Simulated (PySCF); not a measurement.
A side-by-side comparison of computed properties.

First species: C₅H₁₄Si₂.
InChI=1S/C5H14Si2/c1-4-6-7(3)5-2/h4,7H,1,5-6H2,2-3H3/t7-/m0/s1

Second species: C₇H₉O₂P.
Cartesian coordinates in Å at the GFN2-xTB level; atoms count from 1:
```xyz
19
C7H9O2P angstrom
C     -3.8017    0.1662    1.3712
C     -2.8597   -0.1646    0.7100
C     -1.7210   -0.5484   -0.0860
P     -0.1346   -0.5220    0.9031
C      0.3158    1.2375    0.8594
C     -0.5419    2.2437    0.7924
C      0.9535   -1.0652   -0.4899
O      0.5969   -1.7401   -1.4190
O      2.2024   -0.6735   -0.2585
C      3.1903   -1.0938   -1.1944
H     -4.6325    0.4508    1.9445
H     -1.6168    0.1128   -0.9531
H     -1.8420   -1.5780   -0.4383
H      1.3781    1.4107    0.9829
H     -0.2093    3.2690    0.8243
H     -1.6053    2.0882    0.7105
H      2.9601   -0.7008   -2.1866
H      3.2204   -2.1836   -1.2440
H      4.1376   -0.6997   -0.8361
```

Levels: PBE0/pcSseg-1 for dipole moment, HOMO energy, LUMO energy and HOMO–LUMO gap; GFN2-xTB for rotational constant A and rotational constant C. Geometries: GFN2-xTB. Each structure is a single optimised conformer of the isolated species, non-relativistic unless stated; the electronic structure was computed with PySCF and density fitting.

The conformers computed, where there is a choice (atom-mapped SMILES and torsion angles):
- `[CH2:1]=[CH:2][SiH2:3][Si@@H:4]([CH3:5])[CH2:6][CH3:7]`: C1–C2–Si3–Si4 -110°, C2–Si3–Si4–C5 89°, Si3–Si4–C6–C7 -56°
- `[CH:1]#[C:2][CH2:3][P:4]([CH:5]=[CH2:6])[C:7](=[O:8])[O:9][CH3:10]`: C2–C3–P4–C5 -82°, C3–P4–C5–C6 31°, C3–P4–C7–O8 -28°, P4–C7–O9–C10 176°

**Question.** Which of the two has the higher HOMO energy, and by how much?

**Answer.** The second: -6.87 eV against -7.42 eV, a difference of 0.55 eV.

**Question.** Which has the higher rotational constant A?

**Answer.** The first: 2.869 GHz against 2.283 GHz, a difference of 0.586 GHz.

**Question.** Which of the two has the higher rotational constant C, and by how much?

**Answer.** The first: 0.754 GHz against 0.573 GHz, a difference of 0.181 GHz.

**Question.** Which has the higher LUMO energy?

**Answer.** The first: -0.29 eV against -0.46 eV, a difference of 0.17 eV.

**Question.** Which of the two has the higher HOMO–LUMO gap, and by how much?

**Answer.** The first: 7.13 eV against 6.41 eV, a difference of 0.72 eV.

**Question.** Which of the two has the higher dipole moment, and by how much?

**Answer.** The second: 2.28 D against 0.57 D, a difference of 1.71 D.

On the first: The dipole matches unit charges of opposite sign 0.12 Å apart (1 e·Å = 4.8032 D).

On the second: The dipole matches unit charges of opposite sign 0.47 Å apart (1 e·Å = 4.8032 D).
